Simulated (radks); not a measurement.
Neutral iodine inside a hard spherical wall (all orbitals vanish at R), configuration held at [Kr] 4d10 5s2 5p5 and not refilled when levels cross. Calculated with a radial shooting solver on a logarithmic mesh with Libxc functionals: scalar-relativistic Kohn-Sham, PBE, spin-polarised, spherical densities, point nucleus; open shells are filled with parallel spins first (spin-orbit coupling, left out, can overturn this in heavy ions). Eigenvalues in eV for spin up, with the zero of energy where the potential of the charges vanishes at infinity; a dash marks a level that is unbound or too diffuse for the functional's potential to be trusted. A positive occupied level is held by the wall or, in an anion where self-interaction has pushed it up, behind a barrier. The pressure on the wall is -dE/dV.

[
 {"R (bohr)": "free", "E (hartree)": "-7116.40268", "kinetic (hartree)": "7469.954", "e(4p)": "-127.58", "e(4d)": "-50.307", "e(5s)": "-17.691", "e(5p)": "-7.373", "e(6s, empty)": "-", "e(5d, empty)": "-", "pressure (GPa)": "0"},
 {"R (bohr)": "15", "E (hartree)": "-7116.40268", "kinetic (hartree)": "7469.954", "e(4p)": "-127.58", "e(4d)": "-50.307", "e(5s)": "-17.691", "e(5p)": "-7.373", "e(6s, empty)": "-0.514", "e(5d, empty)": "1.075", "pressure (GPa)": "< 0.0001"},
 {"R (bohr)": "12", "E (hartree)": "-7116.40267", "kinetic (hartree)": "7469.954", "e(4p)": "-127.58", "e(4d)": "-50.306", "e(5s)": "-17.690", "e(5p)": "-7.373", "e(6s, empty)": "-0.375", "e(5d, empty)": "1.365", "pressure (GPa)": "0.000105"},
 {"R (bohr)": "10", "E (hartree)": "-7116.40259", "kinetic (hartree)": "7469.955", "e(4p)": "-127.57", "e(4d)": "-50.299", "e(5s)": "-17.684", "e(5p)": "-7.367", "e(6s, empty)": "-0.057", "e(5d, empty)": "1.731", "pressure (GPa)": "0.00273"},
 {"R (bohr)": "7", "E (hartree)": "-7116.39671", "kinetic (hartree)": "7470.007", "e(4p)": "-127.30", "e(4d)": "-50.026", "e(5s)": "-17.461", "e(5p)": "-7.148", "e(6s, empty)": "2.242", "e(5d, empty)": "3.272", "pressure (GPa)": "0.406"},
 {"R (bohr)": "5", "E (hartree)": "-7116.29560", "kinetic (hartree)": "7470.635", "e(4p)": "-125.10", "e(4d)": "-47.866", "e(5s)": "-15.802", "e(5p)": "-5.327", "e(6s, empty)": "11.035", "e(5d, empty)": "7.693", "pressure (GPa)": "14.8"},
 {"R (bohr)": "4", "E (hartree)": "-7115.91230", "kinetic (hartree)": "7472.543", "e(4p)": "-120.58", "e(4d)": "-43.469", "e(5s)": "-12.283", "e(5p)": "-1.074", "e(6s, empty)": "27.023", "e(5d, empty)": "15.220", "pressure (GPa)": "113"},
 {"R (bohr)": "3", "E (hartree)": "-7113.85792", "kinetic (hartree)": "7480.857", "e(4p)": "-108.28", "e(4d)": "-31.707", "e(5s)": "-0.172", "e(5p)": "14.057", "e(6s, empty)": "76.256", "e(5d, empty)": "38.329", "pressure (GPa)": "1160"},
 {"R (bohr)": "1.5", "E (hartree)": "-7051.52606", "kinetic (hartree)": "7681.719", "e(4p)": "-0.183", "e(4d)": "81.287", "e(5s)": "232.53", "e(5p)": "274.18", "e(6s, empty)": "672.79", "e(5d, empty)": "335.98", "pressure (GPa)": "190000"}
]
